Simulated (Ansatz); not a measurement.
trans-NiH2(AsH3)2 (NiAs₂H₈) was relaxed with PBE0-D4 (def2-SVP) in Ansatz in these states: neutral singlet, neutral triplet. The geometries follow in no particular order.

A:

| atom | x (Å) | y (Å) | z (Å) |
| --- | --- | --- | --- |
| Ni1 | 0.015 | -0.026 | 0.014 |
| H2 | 1.497 | 0.035 | -0.280 |
| As3 | -0.471 | -1.232 | -1.755 |
| H4 | -1.440 | -0.638 | -2.755 |
| H5 | -1.214 | -2.534 | -1.542 |
| H6 | 0.526 | -1.762 | -2.770 |
| H7 | -1.470 | -0.075 | 0.299 |
| As8 | 0.477 | 1.215 | 1.765 |
| H9 | -0.505 | 1.592 | 2.860 |
| H10 | 0.973 | 2.617 | 1.484 |
| H11 | 1.612 | 0.807 | 2.680 |

B:

```xyz
11

Ni    0.032    0.116   -0.016
H    -1.001    0.415   -1.183
As   -1.462    0.502    1.977
H    -1.067    1.882    2.459
H    -1.112   -0.204    3.273
H    -2.952    0.672    2.277
H     1.140    0.079    1.118
As    1.369   -0.818   -1.937
H     2.701   -1.537   -2.160
H     1.735    0.405   -2.752
H     0.618   -1.513   -3.056
```

**Question.** Judge from the bond lengths which geometry belongs to which state (an estimate).

**Answer.** A is the neutral singlet (Ni1–As3 2.196 Å, Ni1–As8 2.196 Å, Ni1–H2 1.512 Å); B is the neutral triplet (Ni1–As3 2.521 Å, Ni1–As8 2.520 Å, Ni1–H2 1.586 Å).

At PBE0-D4/def2-TZVP a singlet lies 1.15 eV below the neutral triplet. The name describes the singlet; other states may take another shape.
